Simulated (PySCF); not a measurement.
## Radial density of Ca (calcium, neutral)

UHF, [Ar] 4s2, closed-shell 1S. All numbers are calculated (PySCF 2.14, scalar relativity by spin-free X2C-1e, in aug-cc-pVDZ-X2C).

```csv
r (bohr),4πr²ρ (e/bohr)
0.00161,0.2014
0.00271,0.5217
0.00455,1.317
0.00766,3.173
0.0129,7.059
0.0217,13.74
0.0364,21.29
0.0613,23.12
0.103,17.74
0.173,20.20
0.292,23.82
0.491,9.544
0.825,6.982
1.39,5.539
2.33,1.011
3.93,0.5490
6.61,0.1304
11.1,0.002723
```

Densities and radii are taken from the X2C orbitals without a picture-change correction, which distorts them close to the nucleus.
